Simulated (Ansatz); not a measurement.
`[SiH3]NB[SeH]` + `CC(N)S` → `CC(N)([SiH3])S` + `NB[SeH]`  (formal exchange of groups at the Si–N bond)

Calculated with Ansatz (gas phase, PBE0-D4/def2-TZVP geometries, no zero-point term in ΔE). CCSD(T)/CBS is the MP2 limit (def2-TZVPP, def2-QZVPP) plus CCSD(T) − MP2 in def2-TZVPP, frozen cores. DFT in def2-TZVPP. For Se outer-core shells are correlated without core-valence functions, which leaves a few kJ/mol of doubt a bond. Scalar relativity is left out up to krypton. One conformer a species, not always the lowest.

CCSD(T)/CBS gives +10.9 kcal/mol.

(1) Another level gave +12.1 kcal/mol. Which?
A. r2SCAN/def2-TZVPP
B. ωB97X-V/def2-TZVPP
C. CCSD/def2-TZVPP
D. HF/def2-TZVPP

Largest T1 diagnostic among the species: 0.011.

Answers

(1) C. CCSD/def2-TZVPP 12.1, r2SCAN 9.6, ωB97X-V 10.7, HF/def2-TZVPP 16.7 kcal/mol.

From PBE to PBE0 (25 % exact exchange), in def2-TZVPP and without D4, ΔE moves by +1.3 kcal/mol. The D4 term adds −1.9 kcal/mol with B3LYP and −1.0 kcal/mol with PBE0; it sums over pairs of atoms, weighted by their polarisabilities, and B3LYP, whose exchange is more repulsive, gets the larger term. In def2-TZVPP, CCSD(T) changes the Hartree–Fock value by −5.6 kcal/mol (the triples alone add −1.0 kcal/mol) and MP2 by −6.2 kcal/mol.

B3LYP here is the variant with VWN-RPA as its local correlation; programs differ in this.
